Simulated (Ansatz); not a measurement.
System: C2HO, charge 0, multiplicity 2. It need not be the lowest isomer of its formula. 
Geometry from a B3LYP-D3(BJ)/def2-TZVP (Ansatz, a first-principles code) optimisation:
```xyz
4

C      1.4687    -0.1022    -0.1775
C      0.2013    -0.0129    -0.0178
O     -1.0660     0.1572     0.0754
H     -1.4922    -0.5665     0.5690
```
Charge 0, spin multiplicity 2.

Atomisation energy built up term by term with Ansatz (kcal/mol; UHF references for open shells; valence terms freeze the core; atomic spin-orbit terms are left out). CBS marks a two-point X^-3 extrapolation of the correlation energy; Hartree-Fock from the larger set.

```
term                                          basis  kcal/mol
-----------------------  --------------------------  --------
Hartree-Fock                                cc-pVQZ    229.81
CCSD correlation               CBS(cc-pVTZ,cc-pVQZ)    121.99
(T)                            CBS(cc-pVTZ,cc-pVQZ)     11.64
CCSDT - CCSD(T)                             cc-pVDZ      0.22
core correlation                          cc-pwCVTZ      1.97
scalar relativity (X2C)  cc-pVTZ-DK against cc-pVTZ     -0.44
sum: De                                                 365.2
```

(T) makes 3.2 % of the CCSD(T) atomisation energy; under 5 % is typical of single-reference molecules.
